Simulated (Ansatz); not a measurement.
Relaxation of C2H9FGe2 (14 atoms, charge 0, multiplicity 1), to a largest force component of 0.015 eV/Å in at most 40 steps.

Method: Ansatz 0.2.0, RHF/def2-SVP.

```xyz
14
Properties=species:S:1:pos:R:3
C -1.291 1.186 0.925
Ge 0.468 0.543 1.088
C 0.606 -1.137 0.116
Ge 0.465 -0.825 -1.779
F 0.627 -2.352 -2.658
H -2.059 0.486 1.278
H -1.416 2.160 1.517
H -1.511 1.473 -0.159
H 1.479 1.592 0.551
H 0.784 0.310 2.612
H -0.140 -1.850 0.516
H 1.668 -1.554 0.323
H 1.376 0.236 -2.284
H -1.069 -0.298 -2.018
```

Where does it end, and by what steps?

The forces met the threshold. The force dipped under the threshold on the way, but the program's further checks kept it going. After 14 steps the energy has fallen by 0.568 eV; H13 moved furthest, 0.49 Å.

```csv
step,energy less start (eV),largest force component (eV/Å),accepted
0,0.0000,2.833,yes
1,-0.4889,0.777,yes
2,-0.5504,0.382,yes
3,-0.5607,0.222,yes
4,-0.5643,0.095,yes
5,-0.5669,0.028,yes
6,-0.5672,0.007,yes
7,-0.5674,0.010,yes
8,-0.5674,0.012,yes
9,-0.5676,0.021,yes
10,-0.5677,0.045,yes
11,-0.5677,0.060,yes
12,-0.5679,0.059,yes
13,-0.5680,0.039,yes
14,-0.5680,0.010,yes
```

```xyz
14
Properties=species:S:1:pos:R:3
C -1.395 1.273 1.081
Ge 0.447 0.599 1.129
C 0.628 -1.045 0.049
Ge 0.486 -0.875 -1.881
F 0.569 -2.476 -2.546
H -2.089 0.519 1.457
H -1.490 2.165 1.703
H -1.692 1.535 0.064
H 1.408 1.673 0.588
H 0.849 0.274 2.578
H -0.130 -1.759 0.381
H 1.601 -1.493 0.268
H 1.656 -0.108 -2.500
H -0.861 -0.312 -2.342
```

Run time: 53 s on 2 threads of Arm Neoverse V2, with other jobs on the host, peak memory 0.5 GiB.
